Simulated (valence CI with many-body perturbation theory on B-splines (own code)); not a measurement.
# Level structure of V¹⁷⁺

Calculated by configuration interaction combined with many-body perturbation theory (CI+MBPT): four valence electrons over a frozen Dirac-Fock core [He], a basis of 11 s, 11 p, 9 d, 7 f, 5 g, 2 h, 1 i functions for each j, with the one-electron correlation potential Σ1, the two-electron term Σ2, the three-electron term Σ3, Breit, model QED; selected CI, second order for the rest (own B-spline code, finite nucleus).

No measured spectrum was set against this ion. As an estimate, levels of excited configurations hold to 0.05 to 0.15 % of their energy, terms of the ground configuration to about 0.5 %.

Levels 1 to 45 of 103, with energies above the lowest level, 2s²2p² ³P_0. "Leading %" is the weight of the configuration and term that name the level; weights of strongly mixed levels are sums over their largest components and can fall short. In the jj column 3d3/2^4 stands for four electrons in 3d with j = 3/2.

```tsv
No.	Configuration	Term	J	E (× 10³ cm⁻¹)	Leading %	Second component	Leading jj	g
1	2s²2p²	³P	0	0.00	93	6 % 2s²2p² ¹S	2s^2 2p1/2^2 (86 %)	
2	2s²2p²	³P	1	37.87	99		2s^2 2p1/2 2p3/2 (99 %)	1.498
3	2s²2p²	³P	2	68.17	86	13 % 2s²2p² ¹D	2s^2 2p1/2 2p3/2 (69 %)	1.432
4	2s²2p²	¹D	2	161.04	86	13 % 2s²2p² ³P	2s^2 2p3/2^2 (69 %)	1.063
5	2s²2p²	¹S	0	269.05	90	6 % 2s²2p² ³P	2s^2 2p3/2^2 (84 %)	
6	2s2p³	⁵S°	2	366.79	98		2s 2p1/2 2p3/2^2 (53 %)	1.991
7	2s2p³	³D°	2	623.86	89	10 % 2s2p³ ³P°	2s 2p1/2 2p3/2^2 (62 %)	1.202
8	2s2p³	³D°	1	625.14	91	7 % 2s2p³ ³P°	2s 2p1/2^2 2p3/2 (48 %)	0.577
9	2s2p³	³D°	3	634.99	100		2s 2p1/2 2p3/2^2 (100 %)	1.331
10	2s2p³	³P°	0	732.00	100		2s 2p1/2 2p3/2^2 (100 %)	
11	2s2p³	³P°	1	735.55	91	7 % 2s2p³ ³D°	2s 2p1/2 2p3/2^2 (70 %)	1.434
12	2s2p³	³P°	2	743.54	85	11 % 2s2p³ ³D°	2s 2p3/2^3 (60 %)	1.451
13	2s2p³	³S°	1	897.75	87	10 % 2s2p³ ¹P°	2s 2p1/2 2p3/2^2 (61 %)	1.883
14	2s2p³	¹D°	2	908.84	96		2s 2p1/2 2p3/2^2 (72 %)	1.014
15	2s2p³	¹P°	1	1015.0	88	10 % 2s2p³ ³S°	2s 2p3/2^3 (58 %)	1.097
16	2p⁴	³P	2	1358.9	92	6 % 2p⁴ ¹D	2p1/2^2 2p3/2^2 (86 %)	1.466
17	2p⁴	³P	1	1411.0	99		2p1/2 2p3/2^3 (99 %)	1.499
18	2p⁴	³P	0	1416.4	93	6 % 2p⁴ ¹S	2p1/2^2 2p3/2^2 (57 %)	
19	2p⁴	¹D	2	1480.7	92	6 % 2p⁴ ³P	2p1/2 2p3/2^3 (87 %)	1.030
20	2p⁴	¹S	0	1669.0	90	6 % 2p⁴ ³P	2p3/2^4 (56 %)	
21	2s²2p3s	³P°	0	5729.0	96		2s^2 2p1/2 3s (96 %)	
22	2s²2p3s	³P°	1	5735.9	78	18 % 2s²2p3s ¹P°	2s^2 2p1/2 3s (94 %)	1.402
23	2s²2p3s	³P°	2	5796.8	96		2s^2 2p3/2 3s (96 %)	1.499
24	2s²2p3s	¹P°	1	5817.6	78	18 % 2s²2p3s ³P°	2s^2 2p3/2 3s (94 %)	1.093
25	2s²2p3p	³D	1	5881.1	61	32 % 2s²2p3p ¹P	2s^2 2p1/2 3p1/2 (95 %)	0.708
26	2s²2p3p	¹P	1	5918.1	28	25 % 2s²2p3p ³D	2s^2 2p1/2 3p3/2 (80 %)	1.210
27	2s²2p3p	³D	2	5919.7	85	6 % 2s²2p3p ³P	2s^2 2p1/2 3p3/2 (77 %)	1.177
28	2s²2p3p	³P	0	5938.9	84	7 % 2s2p²3s ³P	2s^2 2p1/2 3p1/2 (80 %)	
29	2s²2p3p	³P	1	5967.7	35	33 % 2s²2p3p ¹P	2s^2 2p3/2 3p3/2 (57 %)	1.305
30	2s²2p3p	³D	3	5971.0	96		2s^2 2p3/2 3p3/2 (96 %)	1.332
31	2s²2p3p	³S	1	5984.6	55	36 % 2s²2p3p ³P	2s^2 2p3/2 3p1/2 (61 %)	1.772
32	2s²2p3p	³P	2	5990.1	72	9 % 2s²2p3p ³D	2s^2 2p3/2 3p1/2 (54 %)	1.418
33	2s²2p3p	¹D	2	6037.8	82	11 % 2s²2p3p ³P	2s^2 2p3/2 3p3/2 (64 %)	1.067
34	2s2p²3s	⁵P	1	6069.5	96		2s 2p1/2^2 3s (49 %)	2.479
35	2s²2p3d	³F°	2	6075.8	74	21 % 2s²2p3d ¹D°	2s^2 2p1/2 3d3/2 (96 %)	0.752
36	2s²2p3p	¹S	0	6093.2	88	6 % 2s2p²3s ³P	2s^2 2p3/2 3p3/2 (77 %)	
37	2s2p²3s	⁵P	2	6096.9	98		2s 2p1/2 2p3/2 3s (88 %)	1.827
38	2s²2p3d	³F°	3	6100.9	81	11 % 2s²2p3d ³D°	2s^2 2p1/2 3d5/2 (79 %)	1.106
39	2s²2p3d	¹D°	2	6108.0	37	26 % 2s²2p3d ³P°	2s^2 2p1/2 3d5/2 (85 %)	1.142
40	2s²2p3d	³D°	1	6125.5	69	17 % 2s²2p3d ³P°	2s^2 2p1/2 3d3/2 (89 %)	0.730
41	2s2p²3s	⁵P	3	6127.1	97		2s 2p3/2^2 3s (52 %)	1.658
42	2s²2p3d	³F°	4	6147.0	97		2s^2 2p3/2 3d5/2 (97 %)	1.249
43	2s2p²3s	³P	0	6155.0	85	9 % 2s²2p3p ³P	2s 2p1/2^2 3s (50 %)	
44	2s²2p3d	¹D°	2	6156.1	36	32 % 2s²2p3d ³D°	2s^2 2p3/2 3d3/2 (52 %)	1.093
45	2s²2p3d	³D°	3	6174.1	80	14 % 2s²2p3d ³F°	2s^2 2p3/2 3d5/2 (52 %)	1.286
```

Names give the largest LS component (configuration and term), which can be under half, so a name can repeat, a term be missing and a line seem to break the LS rules; names also repeat where a configuration has a term twice.

The ionisation energy to 2s²2p ²P°1/2 of the next ion comes out as 1260.2 eV (NIST: 1258.9 ± 0.6 eV (semi-empirical)). All 103 levels together are meant to be complete up to 6557.1 × 10³ cm⁻¹.
